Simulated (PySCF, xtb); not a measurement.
C₂H₈N₂Si, SMILES C/C=N/[SiH2]N.

GFN2-xTB (xtb) at its own geometry gives an orbital gap of 3.00 eV and a dipole moment of 2.31 D.

The structure is a stationary point at B3LYP-D3(BJ)/def2-SVP. The structure was generated by enumeration; whether it is a known compound was not checked. The values are those of a single conformer.

Problem. What does PySCF with PBE/def2-TZVP give? (The exact figures need the calculation; the answer reports its results.)

Solution. gap 3.87 eV (levels -5.44 and -1.56 eV), dipole 1.72 D.
